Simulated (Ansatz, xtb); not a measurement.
# C5H7ClN2: which of two isomers lies lower

Structure X: `CCc1[nH]ncc1Cl`, a singlet. Structure Y: `CCc1cnc(Cl)[nH]1`, a singlet. Both are isolated molecules in the gas phase, relaxed with PBE-D3(BJ)/def2-SVP; the shapes shown needn't be the lowest conformers.

X (Å):

```xyz
15

C     0.6646   -0.4386   -1.3202
C     1.6189   -0.1975   -0.1391
C     1.3855    1.1088    0.5502
C     0.6320    2.8809    1.7213
C     0.3787    1.5145    1.4343
Cl   -0.8952    0.5097    2.0300
N     2.1410    2.2353    0.3721
N     1.7181    3.3091    1.0632
H     0.7794    0.3445   -2.0962
H    -0.3881   -0.4208   -0.9753
H     0.8565   -1.4232   -1.7917
H     1.4915   -1.0089    0.6082
H     2.6758   -0.2509   -0.4776
H     2.9753    2.3162   -0.2109
H     0.0690    3.5550    2.3777
```

Y (Å):

```xyz
15

C     1.7732   -0.5989   -1.0584
C     1.8022   -0.1571    0.4138
C     1.1878    1.1834    0.6631
C     1.7131    2.3963    1.0901
C    -0.3577    2.7783    0.7561
Cl   -1.9236    3.4868    0.6160
N     0.7424    3.3774    1.1445
N    -0.1597    1.4542    0.4498
H     2.3081    0.1286   -1.7010
H     0.7348   -0.6788   -1.4421
H     2.2500   -1.5913   -1.1868
H     1.3017   -0.9274    1.0435
H     2.8503   -0.1108    0.7728
H     2.7547    2.6058    1.3648
H    -0.8757    0.8014    0.1298
```

**Question.** Estimate E(Y) − E(X) at the level CCSD(T)/def2-SVP + ΔMP2/def2-TZVPP.

**Answer.** Calculated at CCSD(T)/def2-SVP + ΔMP2/def2-TZVPP: E(Y) − E(X) = −0.473 eV, so structure Y lies lower.

The same difference at several levels:

| level | geometry | E(Y) − E(X) (eV) | departure from the last row (eV) | job, with rough time for the two |
| --- | --- | --- | --- | --- |
| GFN2-xTB | GFN2-xTB | −0.522 | −0.049 | optimisation, 0.14 s |
| HF/STO-3G | GFN2-xTB | −0.263 | +0.210 | single point, 0.36 s |
| r2SCAN-D4/def2-SVP | GFN2-xTB | −0.468 | +0.005 | single point, 3.9 s |
| PBE-D3(BJ)/def2-SVP | PBE-D3(BJ)/def2-SVP | −0.440 | +0.033 | optimisation, 34 s |
| HF/def2-SVP | PBE-D3(BJ)/def2-SVP | −0.641 | −0.168 | part of the CCSD(T) run |
| MP2/def2-SVP | PBE-D3(BJ)/def2-SVP | −0.481 | −0.008 | part of the CCSD(T) run |
| CCSD(T)/def2-SVP | PBE-D3(BJ)/def2-SVP | −0.492 | −0.019 | single point |
| CCSD(T)/def2-SVP + ΔMP2/def2-TZVPP | PBE-D3(BJ)/def2-SVP | −0.473 |  | single point, 94 s |

As drawn, Y has 2 C∷N in place of 1 N∷N, 1 C∷C (∷ is an aromatic bond).

The levels shown agree on the order. The largest departure from CCSD(T)/def2-SVP + ΔMP2/def2-TZVPP is that of HF/STO-3G, 0.210 eV. The last row adds to CCSD(T) the change of the MP2 difference between the two basis sets, here +0.019 eV.

With thermal terms from frequencies at re-optimised GFN2-xTB minima (ideal gas, soft modes damped towards free rotors, one conformer each, 298.15 K, 1 atm): on the last row, ΔE + ΔZPE = −0.476, ΔH = −0.477, ΔG = −0.478 eV.

The correlated steps freeze 12 core orbitals. Codes used: Ansatz 0.2.0, xtb 6.7.1; the last row on 4 threads of Arm Neoverse V2 on a shared host.
